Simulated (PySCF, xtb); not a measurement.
CH₄Cl₂NTa, SMILES [NH]=[Ta]([CH3])([Cl])[Cl], multiplicity 1.

xtb with GFN2-xTB at its own geometry gives an orbital gap of 2.24 eV and a dipole moment of 2.00 D.

Coordinates come from a PBE0-D3(BJ)/def2-SVP optimisation. The spin state was assumed, not searched. The def2 effective core potentials stand for the cores of Ta; spin–orbit coupling is left out.

### Question
What does PySCF with CAM-B3LYP/def2-TZVP give? (Estimate from the structure and the level; the computed values follow.)

### Answer
gap 8.63 eV (levels -9.57 and -0.94 eV), dipole 1.36 D.
